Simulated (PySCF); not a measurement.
PySCF 2.14 output of an unrestricted wB97X calculation on a single atom or ion in x2c-TZVPPall (11s7p7d3f1g, 97 functions), with scalar relativity by spin-free X2C-1e:

```
SCF conv_tol = 1e-09
number electrons alpha = 40  beta = 34
    J.-D. Chai and M. Head-Gordon.,  J. Chem. Phys. 128, 084106 (2008)
cycle= 1 E= -16693.8997763145  delta_E= -0.0215  |g|= 0.195  |ddm|= 0.25
cycle= 2 E= -16693.9003278935  delta_E= -0.000552  |g|= 0.17  |ddm|= 0.149
cycle= 3 E= -16693.9026410675  delta_E= -0.00231  |g|= 0.00948  |ddm|= 0.0662
cycle= 4 E= -16693.9027335569  delta_E= -9.25e-05  |g|= 0.0035  |ddm|= 0.0218
cycle= 5 E= -16693.9028064699  delta_E= -7.29e-05  |g|= 0.00271  |ddm|= 0.021
cycle= 6 E= -16693.9029276928  delta_E= -0.000121  |g|= 0.00147  |ddm|= 0.0509
cycle= 7 E= -16693.9029729183  delta_E= -4.52e-05  |g|= 0.000285  |ddm|= 0.0484
cycle= 8 E= -16693.9029737498  delta_E= -8.31e-07  |g|= 5.08e-05  |ddm|= 0.00673
cycle= 9 E= -16693.9029737544  delta_E= -4.62e-09  |g|= 9.86e-06  |ddm|= 0.000494
cycle= 10 E= -16693.9029737545  delta_E= -5.82e-11  |g|= 1.09e-06  |ddm|= 2.55e-05
converged SCF energy = -16693.9029737545  <S^2> = 12.001647  2S+1 = 7.0004705
```

The run itself started from symmetry-adapted Hartree-Fock orbitals and held the occupation by maximum overlap, on a logarithmic radial grid, so the iterations belong to that start.

Problem. Which element, charge and spin multiplicity is this?

Solution. Re⁺ (rhenium, charge +1), multiplicity 7; the state was [Xe] 4f14 5d5 6p1, high-spin 7P determinant (an excited configuration).

Spin-orbit coupling, absent here, splits the open shell strongly.
